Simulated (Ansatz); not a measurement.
**Correcting a cheap level on molecular compounds of Mg**

The vertical ionisation energy (cation less neutral) in eV of 8 molecular compounds of Mg: x at PBE-D4/def2-TZVPP, y at CCSD(T)/def2-TZVPP. Shapes, held fixed at every level: PBE0-D4/def2-TZVP. Programs: Ansatz 0.2.0.

| molecule | x (eV) | y (eV) |
| --- | --- | --- |
| C2H6Mg (SMILES C[CH2][MgH]) | 8.23 | 8.58 |
| Mg(OH)(SH) | 9.14 | 9.51 |
| MgH(SH) | 9.25 | 9.42 |
| CH3ClMgO (SMILES C[O][Mg][Cl]) | 9.38 | 10.03 |
| Mg(SH)F | 9.83 | 9.82 |
| Mg(CH3)F | 9.90 | 9.96 |
| Mg(OH)Cl | 10.24 | ? |
| MgHCl (SMILES [MgH][Cl]) | 10.36 | 10.85 |

**Question.** Fit y = c + s·x to the known rows and predict y for Mg(OH)Cl.

**Answer.** 
1. Means of the 7 rows: x = 9.4414, y = 9.739.
2. Σ(Δx)² = 2.8039, Σ(Δx·Δy) = 2.6696, so the slope is 2.6696/2.8039 = 0.9521.
3. Intercept: 9.739 − (0.9521) × 9.4414 = 0.750. The largest residual of the fit is 0.35.
4. Mg(OH)Cl: 0.750 + 0.9521 × 10.24 = 10.50 eV.

CCSD(T)/def2-TZVPP gives 11.21 eV, so the prediction is off by -0.71 eV, more than the largest residual. Uncorrected, PBE-D4/def2-TZVPP misses Mg(OH)Cl by -0.97 eV, and the other rows by 0.30 on average. The line removes about 25 % of this miss. Left out in turn, the other rows are missed by 0.25 eV on average, so the withheld one doesn't follow the line. Cations run unrestricted. Outer-core shells of Mg are correlated, in sets that cover them unevenly.
